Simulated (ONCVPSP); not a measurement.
**beryllium (Be), ONCV: configuration errors across variants**

ONCVPSP 4.0.1 input, shortened (lines: element, Z, core and valence counts, functional; n l f; lmax; l rc ep ncon nbas qcut; lloc lpopt rc5 dvloc0; l nproj debl; icmod fcfact rcfact), BLYP, scalar-relativistic:

```
  Be 4.00    0    3  -106131      upf
    1    0    2.00
    2    0    1.50
    2    1    0.50
    1
    0    0.85    0.00    4    7   18.30
    1    4.00    0.00    4    8    2.80
    4    5    0.80    0.00
    0    2    0.90
    1    3    1.30
    0    0.00    0.00
```

All-electron excitation energies from the reference (eV): (1) 1s2 2s2 2p0 -1.778; (2) 1s2 2s1 2p0 7.661; (3) 1s2 2s0 2p0 25.751; (4) 1s2 2s0 2p2 5.405.

1 further variants failed, have other tests or too few solved ones, and are left out.

Errors AE − PS in meV (a dash: test not solved or not reliable):

```tsv
change	(1)	(2)	(3)	(4)	bound ghosts	GHOST(+) flags above zero
base	-8.3	+60	+160	-72	none	p
s: rc 0.58; local potential polynomial inside 0.58 bohr (lpopt 5, dvloc0 0 Ha)	-8.4	+60	+160	-73	none	p
s: rc 0.76; local potential polynomial inside 0.76 bohr (lpopt 5, dvloc0 0 Ha)	-8.3	+60	+160	-72	none	p
s: rc 0.82	-8.3	+60	+160	-72	none	p
s: rc 0.94	-8.2	+60	+161	-72	none	p
s: rc 1	-8.2	+60	+161	-72	none	p
s: rc 1.06	-8.2	+60	+160	-71	none	p
s: rc 1.18	-8.1	+59	+159	-71	none	p
```

Task: Give the same row for: s: rc 0.68; local potential polynomial inside 0.68 bohr (lpopt 5, dvloc0 0 Ha).

Result: -8.4, +60, +160, -73; bound ghosts: none; GHOST(+) flags above zero: p.
